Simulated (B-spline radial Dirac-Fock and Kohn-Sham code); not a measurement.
## Ir⁵⁺ 5p1/2: cross section and angular parameters

System: Ir⁵⁺ in the configuration [Xe] 4f14 5d4; threshold 136.5 eV (orbital energy of the model). The computed values come from a B-spline atomic structure program: Dirac-Hartree-Slater photoionisation with a Latter tail; cross sections with all multipoles, angular parameters from the dipole term and its interference with E2.

For linearly polarised light dσ/dΩ = σ/(4π) [1 + β P₂(cos θ) + (δ + γ cos²θ) sin θ cos φ], with θ from the polarisation vector and φ the angle between the beam and the projection of the electron momentum on the plane normal to the polarisation.

```
hν (eV)  σ (kb)       β       γ       δ
    232    48.6  -0.059   0.050   0.023
    345    29.2   0.279  -0.016   0.050
    400    25.4   0.521   0.075   0.046
    800    12.9   1.343   0.409   0.012
    900    11.4   1.424   0.407   0.008
    949    10.7   1.455   0.401   0.007
 1253.6    7.62   1.583   0.330   0.001
   1320    7.12   1.600   0.310   0.000
   1750    4.86   1.672   0.186  -0.003
   1880    4.38   1.684   0.153  -0.003
   1980    4.06   1.692   0.130  -0.004
   2000    4.00   1.693   0.126  -0.004
   3170       ?       ?       ?       ?
   3550    1.58   1.717  -0.016  -0.006
   3610    1.54   1.717  -0.016  -0.006
   4000    1.28   1.712  -0.007  -0.006
   4020    1.27   1.712  -0.006  -0.006
   4560    1.01   1.702   0.024  -0.006
 5414.7   0.725   1.684   0.096  -0.006
 8047.8   0.325   1.625   0.396  -0.001
   8240   0.309   1.620   0.419   0.000
  10200   0.194   1.578   0.657   0.006
  12000   0.135   1.542   0.868   0.014
```

Q: Give the values at 3170 eV.

A: σ = 1.92 kb, β = 1.720, γ = -0.011, δ = -0.005.
